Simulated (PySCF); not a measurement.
Input of a run (CAM-B3LYP/6-31G* geometry optimisation, gas phase (PySCF 2.14.0)), started from GFN2-xTB:
```
{"job": {"xc": "CAM-B3LYP", "basis": "6-31G*", "grid": 1, "kind": "geom"}, "charge": 0, "multiplicity": 1}
N      3.122102    -0.509426    -0.259369
C      2.005353    -0.275139    -0.153500
C      0.632991    -0.007088    -0.029299
C     -0.440463    -0.929471    -0.215472
C     -1.573370    -0.216103     0.009398
O     -1.284349     1.060886     0.316019
C      0.043057     1.189150     0.293071
H     -0.354067    -1.963190    -0.478423
H     -2.608004    -0.494637    -0.018046
H      0.465635     2.149671     0.513093
```

Output (energies in Eh, forces in Eh/bohr):
```
step   0  E = -322.09873879  max force = 0.027180
step   1  E = -322.10000769  max force = 0.004004
step   2  E = -322.10002998  max force = 0.002333
step   3  E = -322.10004153  max force = 0.002076
step   4  E = -322.10004570  max force = 0.000791
step   5  E = -322.10004749  max force = 0.000771
step   6  E = -322.10004858  max force = 0.000067
optimisation converged
```

Question: Summarise the run.

Answer: The energy falls by 0.036 eV over 7 energy and gradient evaluations, the largest force component goes from 0.0272 to 6.7e-05 Eh/bohr, and the atoms move by 0.022 Å rms after alignment. The bond that changes most is C2–C3 (nitrile carbon to substituted aromatic carbon), which lengthens by 0.019 Å. Bonds longer at the end by more than 0.005 Å: 8 of 10; shorter: 2. The energy never rose by more than 1e-6 Eh on the way. The first step brought 97 % of the lowering.

Question: What are the final bond lengths?

Answer: N1≡C2 1.157 Å, C2–C3 1.423 Å, C3–C4 1.438 Å, C4–C5 1.351 Å, C5–O6 1.360 Å, O6–C7 1.343 Å, C3–C7 1.363 Å, C4–H8 1.079 Å, C5–H9 1.078 Å, C7–H10 1.078 Å. Numbering counts from 1 in the input's order; the species is `N#Cc1ccoc1`.

The run used 104 basis functions and 45 SCF cycles in all. Hardware: one thread, Intel Xeon at 2.50 GHz (x86_64), no GPU, on a shared host. Cost: 82 s, 0.48 GiB resident at most.

No CAM-B3LYP/6-31G* frequencies stand behind this structure, so it isn't proved a minimum.
